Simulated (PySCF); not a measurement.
# 19F shifts, computed and measured

Computed: GIAO KT3/pcSseg-1, gas phase, PySCF SCF with an in-house response code, geometries GFN2-xTB, one conformer, no vibrational averaging, against isolated CFCl3 at the same level. Measured: against CFCl3, in the medium listed. The two scales can differ by a constant.

| compound (atom-mapped SMILES) | atom | computed / ppm | measured / ppm | medium |
| --- | --- | --- | --- | --- |
| [O:1]=[C:2]([F:3])[c:4]1[cH:5][cH:6][cH:7][cH:8][c:9]1-[c:10]1[cH:11][cH:12][cH:13][cH:14][cH:15]1 | F3 | 4.7 | 35.1 | CDCl3 |
| [F:1][c:2]1[cH:3][cH:4][cH:5][c:6](-[c:7]2[cH:8][cH:9][cH:10][cH:11][cH:12]2)[cH:13]1 | F1 | -127.5 | -113.2 | not stated |
| [F:1][c:2]1[cH:3][cH:4][c:5](-[c:6]2[cH:7][cH:8][cH:9][cH:10][cH:11]2)[cH:12][cH:13]1 | F1 | -130.1 | -116.4 | not stated |
| [O:1]=[C:2]([F:3])[c:4]1[cH:5][cH:6][c:7]2[cH:8][cH:9][cH:10][cH:11][c:12]2[cH:13]1 | F3 | -0.3 | 18.08 | CDCl3 |
| [O:1]=[C:2]([F:3])[c:4]1[cH:5][cH:6][c:7](-[c:8]2[cH:9][cH:10][cH:11][cH:12][cH:13]2)[cH:14][cH:15]1 | F3 | -1.9 | 18.1 | CDCl3 |

Q: Give computed and measured shifts for these two.

```
                                                      compound (atom-mapped SMILES)  atom
[O:1]=[C:2]([F:3])[c:4]1[cH:5][cH:6][cH:7][c:8]2[cH:9][cH:10][cH:11][cH:12][c:13]12    F3
[F:1][c:2]1[cH:3][cH:4][cH:5][cH:6][c:7]1-[c:8]1[cH:9][cH:10][cH:11][cH:12][cH:13]1    F1
```

A: 
```tsv
compound (atom-mapped SMILES)	atom	computed / ppm	measured / ppm	medium
[O:1]=[C:2]([F:3])[c:4]1[cH:5][cH:6][cH:7][c:8]2[cH:9][cH:10][cH:11][cH:12][c:13]12	F3	8.1	30.4	CDCl3
[F:1][c:2]1[cH:3][cH:4][cH:5][cH:6][c:7]1-[c:8]1[cH:9][cH:10][cH:11][cH:12][cH:13]1	F1	-136.7	-118.6	not stated
```

Q: How well does this level do over the whole set?

A: Computed less measured averages -19.6 ppm, and the scatter about that mean is 5.2 ppm (rms) over 7 compounds.

Measured values: Chen Zhu, Serik Zhumagazy, Huifeng Yue, Magnus Rueping, Electrophilic N-Trifluoromethylthiophthalimide as a Fluorinated Reagent in the Synthesis of Acyl Fluorides (Supporting Information), Organic Che; G. Saielli, R. Bini, A. Bagno, Computational 19F NMR. 2. Organic compounds, RSC Adv. 2014, ESI; Mengjie Cen, Xi Yang, Shanshan Zhang, Liguang Gan, Long Liu, Tieqiao Chen, Facile synthesis of acyl fluorides through deoxyfluorination of carboxylic acids.
